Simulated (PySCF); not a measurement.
ClH6PSi2.
SMILES: `Cl[SiH2]P[SiH3]`

Method: MP2 and CCSD/aug-cc-pVDZ in PySCF, restricted Hartree–Fock reference, 20 core orbitals frozen, non-relativistic, gas phase, PBE0-D3(BJ)/def2-SVP geometry.

E(HF) = -1381.66309 Eh.

Q: How large is the problem?

A: 162 basis functions and 66 electrons; 20 orbitals frozen, which leaves o = 13 correlated occupied and v = 129 virtual orbitals. That is o·v = 1677 singles and o·v(o·v + 1)/2 = 1407003 distinct closed-shell doubles amplitudes before symmetry; the costliest CCSD step grows as o²v⁴ = 4.7 × 10^10.

Q: What are the MP2 and CCSD correlation energies?

A: MP2 -0.4894 Eh and CCSD -0.5586 Eh, which gives totals of -1382.15252 and -1382.22167 Eh. That is 0.585 eV for each correlated electron at CCSD (1467 kJ/mol in all, 0.040 % of the total energy); MP2 gives 87.6 % of the CCSD value.

Q: What is the T1 diagnostic?

A: 0.0124, below the customary warning level of 0.02. It is the norm of the spatial-orbital singles amplitudes over the root of the number of correlated electrons, so the norm is 0.063.

Q: How does correlation change the dipole moment?

A: HF gives 0.71 D and CCSD (unrelaxed density) 0.72 D, a change of +0.01 D.

No triples correction and no basis-set extrapolation were made.

The job also held the EOM ionisation roots. Hardware: one thread, Arm Neoverse V1 (aarch64) (shared host). Cost: 4.5 min of wall time, 2.9 GiB resident at most.

The values belong to the conformer `[SiH3:1][PH:2][SiH2:3][Cl:4]`: Si1–P2–Si3–Cl4 43°.
